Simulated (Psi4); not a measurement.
O (SMILES [O-]), charge -1, doublet (a gas-phase anion, which may not be bound at this level); MP2/def2-SVPD run with Psi4 1.11.

Here is a job for Psi4.
```
memory 2 GB

molecule mol {
-1 2
  O     0.000000    0.000000    0.000000
}

set basis def2-svpd
set reference uhf
set freeze_core true
set mp2_type conv
set scf_type pk
set puream true
set d_convergence 1e-8

energy('mp2')
print_variables()
```

Output, abridged:

```
   => Loading Basis Set <=

    Name: DEF2-SVPD
    Role: ORBITAL
    Keyword: BASIS

         ---------------------------------------------------------
                                   SCF
               by Justin Turney, Rob Parrish, Andy Simmonett
                          and Daniel G. A. Smith
                              UHF Reference
         ---------------------------------------------------------

  ==> Geometry <==

    Molecular point group: d2h
    Geometry (in Angstrom), charge = -1, multiplicity = 2:

       Center              X                  Y                   Z               Mass
    ------------   -----------------  -----------------  -----------------  -----------------
         O            0.000000000000     0.000000000000     0.000000000000    15.994914619570

  Running in d2h symmetry.

  Rotational constants: A = ************  B = ************  C = ************ [cm^-1]
  Rotational constants: A = ************  B = ************  C = ************ [MHz]
  Nuclear repulsion =    0.000000000000000

  Charge       = -1
  Multiplicity = 2
  Electrons    = 9
  Nalpha       = 5
  Nbeta        = 4

  ==> Algorithm <==

  SCF Algorithm Type is PK.
  DIIS enabled.
  MOM disabled.
  Fractional occupation disabled.
  Guess Type is CORE.
  Energy threshold   = 1.00e-08
  Density threshold  = 1.00e-08
  Integral threshold = 1.00e-12

  ==> Primary Basis <==

  Basis Set: DEF2-SVPD
    Blend: DEF2-SVPD
    Number of shells: 9
    Number of basis functions: 23
    Number of Cartesian functions: 25
    Spherical Harmonics?: true
    Max angular momentum: 2

  ==> Integral Setup <==

  Using in-core PK algorithm.
   Calculation information:
      Number of atoms:                   1
      Number of AO shells:               9
      Number of primitives:             15
      Number of atomic orbitals:        25
      Number of basis functions:        23

      Integral cutoff                 1.00e-12
      Number of threads:                 1

  Performing in-core PK
  Using 76452 doubles for integral storage.
  We computed 1035 shell quartets total.
  Whereas there are 1035 unique shell quartets.

  ==> DiskJK: Disk-Based J/K Matrices <==

    J tasked:                  Yes
    K tasked:                  Yes
    wK tasked:                  No
    Schwarz Cutoff:          1E-12

  Minimum eigenvalue in the overlap matrix is 8.0241971007E-02.
  Reciprocal condition number of the overlap matrix is 3.3278560532E-02.
[...]
  @UHF Final Energy:   -74.70784816874604
    Total Energy =                        -74.7078481687460396
  DIE_IF_NOT_CONVERGED          => (empty)
[...]
  ZORA_SPHERICAL_POINTS         => (empty)

 ==============================================================================
 ==============================================================================
 ==============================================================================

                             MP2
                    Program Written by Ugur Bozkaya,
              Additional Contributions by J. P. Misiewicz

 ==============================================================================
 ==============================================================================
 ==============================================================================

	MO spaces per irreps...

	IRREP   FC   AOCC  BOCC  AVIR    BVIR  FV
	==========================================
	  Ag     1     1     1     6      6     0
	 B1g     0     0     0     2      2     0
	 B2g     0     0     0     2      2     0
	 B3g     0     0     0     2      2     0
	  Au     0     0     0     0      0     0
	 B1u     0     1     1     2      2     0
	 B2u     0     1     1     2      2     0
	 B3u     0     1     0     2      3     0
	==========================================

	Computing MP2 energy using SCF MOs (Canonical MP2)...
	==============================================================================
	Nuclear Repulsion Energy (a.u.)    :     0.00000000000000
	SCF Energy (a.u.)                  :   -74.70784816874604
	REF Energy (a.u.)                  :   -74.70784816874604
	Alpha-Alpha Contribution (a.u.)    :    -0.02921664387204
	Alpha-Beta Contribution (a.u.)     :    -0.12693048030739
	Beta-Beta Contribution (a.u.)      :    -0.01554832398485
	Scaled_SS Correlation Energy (a.u.):    -0.01492165595230
	Scaled_OS Correlation Energy (a.u.):    -0.15231657636887
	SCS-MP2 Total Energy (a.u.)        :   -74.87508640106722
	SOS-MP2 Total Energy (a.u.)        :   -74.87285779314566
	SCSN-MP2 Total Energy (a.u.)       :   -74.78663451217417
	SCS-MP2-VDW Total Energy (a.u.)    :   -74.89270166746796
	SOS-PI-MP2 Total Energy (a.u.)     :   -74.88555084117640
	MP2 Correlation Energy (a.u.)      :    -0.17169544816429
	MP2 Total Energy (a.u.)            :   -74.87954361691033
	==============================================================================

  Variable Map:
  ----------------------------------------------------------------------------
[...]
  Array Variable Map:
  ----------------------------------------------------------------------------
[...]
[...]
```
